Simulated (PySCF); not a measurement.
A side-by-side comparison of computed properties.

First species: C6H13OP.
InChI=1S/C6H13OP/c1-7-4-5-8-6-2-3-6/h6,8H,2-5H2,1H3

Second species: C₆H₁₃OP.
InChI=1S/C6H13OP/c1-3-4-8-5-6(2)7/h8H,3-5H2,1-2H3

Levels: PBE0/pcSseg-1 for dipole moment, HOMO energy, LUMO energy and HOMO–LUMO gap; GFN2-xTB for rotational constant A and rotational constant C. Geometries: GFN2-xTB. All species are isolated and taken at one optimised geometry, non-relativistic unless stated; the electronic structure was computed with PySCF and density fitting.

Dipoles, sizes and rotational constants follow the conformer. The torsions of the flexible species, by atom-mapped SMILES:
- `[CH3:1][O:2][CH2:3][CH2:4][PH:5][CH:6]1[CH2:7][CH2:8]1`: C1–O2–C3–C4 -175°, O2–C3–C4–P5 35°, C3–C4–P5–C6 179°, C4–P5–C6–C7 -96°
- `[CH3:1][CH2:2][CH2:3][PH:4][CH2:5][C:6]([CH3:7])=[O:8]`: C1–C2–C3–P4 178°, C2–C3–P4–C5 174°, C3–P4–C5–C6 -53°, P4–C5–C6–C7 120°

Values for the first species:

| Quantity | Value |
| --- | --- |
| Dipole moment | 1.85 D |
| HOMO energy | -6.54 eV |
| LUMO energy | 1.13 eV |
| HOMO–LUMO gap | 7.67 eV |
| Rotational constant A | 5.224 GHz |
| Rotational constant C | 0.677 GHz |

(1) Estimate the same properties for the second species, and the change in each.

## Answers

(1) 
| property | first | second | second less first |
| --- | --- | --- | --- |
| dipole moment | 1.85 D | 2.67 D | +0.82 D |
| HOMO energy | -6.54 eV | -6.87 eV | -0.33 eV |
| LUMO energy | 1.13 eV | -0.60 eV | -1.73 eV |
| HOMO–LUMO gap | 7.67 eV | 6.27 eV | -1.40 eV |
| rotational constant A | 5.224 GHz | 2.439 GHz | -2.785 GHz |
| rotational constant C | 0.677 GHz | 0.758 GHz | +0.081 GHz |

On the first: A dipole of 1.85 D is allowed in C1, and pure rotational transitions are dipole-allowed. The dipole equals about 6.2 × 10⁻³⁰ C·m (1 D = 3.33564 × 10⁻³⁰ C·m).

On the second: In atomic units the dipole is 1.05 e·bohr (1 au = 2.5417 D). A dipole of 2.67 D is allowed in C1, and pure rotational transitions are dipole-allowed.
